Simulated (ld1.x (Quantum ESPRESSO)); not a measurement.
# Bi (Z = 83), TM semilocal: configuration errors across variants

```
Element                 : bismuth (Bi)
Generator               : ld1.x (Quantum ESPRESSO) 7.5
Type                    : norm-conserving Troullier–Martins (semilocal form)
Functional              : PBE
Relativity              : scalar-relativistic
Frozen core             : [Xe] 4f14 5d10
Valence charge          : 5
Reference configuration : 6s2 6p3
Partial waves           : 6s (bound): rc 1.80 bohr; 6d channel at 0.05 Ry: rc 1.75 bohr; 6p (bound): rc 2.05 bohr
Local potential         : the p channel
Core correction         : a·sin(br)/r model core, default radius (core density twice the valence density)
```

All-electron excitation energies from the reference (eV): (1) 6s2 6p2 7.913; (2) 6s2 6p1 23.160; (3) 6s2 6p0 46.502; (4) 6s1 6p4 10.082; (5) 6s1 6p0 91.907; (6) 6s1 6p3 18.731; (7) 6s2 6p3.3 -1.094.

A semilocal file is local in each channel, so a ghost entry of none says nothing of the separable form that plane-wave codes build from it.

2 further variants failed, have other tests or too few solved ones, and are left out.

A true bound ghost makes a file unfit for plane-wave use even where its test errors are small: the radial tests pick states by their node count and pass the ghost by. Where a test does run into it, the solver fails or the error is huge.

Errors AE − PS in meV (a dash: test not solved or not reliable):

```tsv
change	(1)	(2)	(3)	(4)	(5)	(6)	(7)	bound ghosts
base	-12	-75	-265	-30	-877	-61	+0.3	none
wave 6d channel at 0.05 Ry: rc 1.75 bohr becomes 6d channel at 0.05 Ry: rc 1.14 bohr	-12	-75	-265	-30	-877	-61	+0.3	d
all radii but the core radius scaled by about 1.37 (s 2.46, p 2.80, d 2.40 bohr)	-11	-72	-258	-41	-899	-70	+0.4	none
wave 6d channel at 0.05 Ry: rc 1.75 bohr becomes 6d channel at -0.18 Ry: rc 1.75 bohr	-12	-75	-265	-30	-877	-61	+0.3	none
```

Problem. Give the same row for: wave 6p (bound): rc 2.05 bohr becomes 6p (bound): rc 1.48 bohr.

Solution. +28, +150, -323, –, -994, –, +2.0; bound ghosts: p (extra level of the local part). Not counted: 6s1 6p4 (solver errors, printed error -92.1 eV); 6s1 6p3 (solver errors, printed error -33.7 eV).
